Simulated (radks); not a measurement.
Excited configurations of the rhenium ion Re2+: one electron is placed in a higher orbital outside [Xe] 4f14 5d4. The ground configuration is [Xe] 4f14 5d5. All-electron calculation, scalar-relativistic Kohn-Sham, PBE, spin-unpolarised, spherical densities, finite nucleus; Fermi nuclear charge, rms radius 5.3698 fm. Program: a radial shooting solver on a logarithmic mesh with Libxc functionals. Excitation = E - E(ground); binding = E(ion) - E, where the ion is the core of charge +3; n* = 3/sqrt(2 binding) in atomic units, and the quantum defect is n - n*.

| outer orbital | excitation (eV) | binding (eV) | n* | quantum defect | eigenvalue (eV) | <r> (bohr) |
|---|---|---|---|---|---|---|
| 5f | 18.918 | 8.211 | 3.862 | 1.138 | -6.357 | 5.328 |
| 6s | 1.833 | 25.296 | 2.200 | 3.800 | -21.289 | 2.649 |
| 6p | 8.933 | 18.196 | 2.594 | 3.406 | -14.994 | 3.278 |
| 6d | 16.335 | 10.795 | 3.368 | 2.632 | -8.843 | 4.909 |
| 7s | 15.449 | 11.680 | 3.238 | 3.762 | -9.998 | 5.431 |
| 7p | 17.712 | 9.417 | 3.606 | 3.394 | -8.028 | 6.443 |
| 7d | 20.574 | 6.555 | 4.322 | 2.678 | -5.529 | 8.721 |
| 7f | 23.245 | 3.884 | 5.615 | 1.385 | -3.289 | 14.21 |

Estimate the row for 6f.

Answer. excitation (eV) 21.590; binding (eV) 5.540; n* 4.701; quantum defect 1.299; eigenvalue (eV) -4.550; <r> (bohr) 9.256. The Delta-SCF ionisation energy is 27.129 eV (NIST Atomic Spectra Database: 27 eV, theoretical). Self-interaction in the functional shifts the binding energies and quantum defects, so they are the method's values and not measured ones. Spin polarisation and multiplet splitting are left out, so open shells lie too high by an amount that depends on their filling. Spin-orbit splitting is averaged out at the scalar-relativistic level.

Beside tabulated values, note that spin-unpolarised runs miss the spin-polarisation part of the exchange energy of open shells.
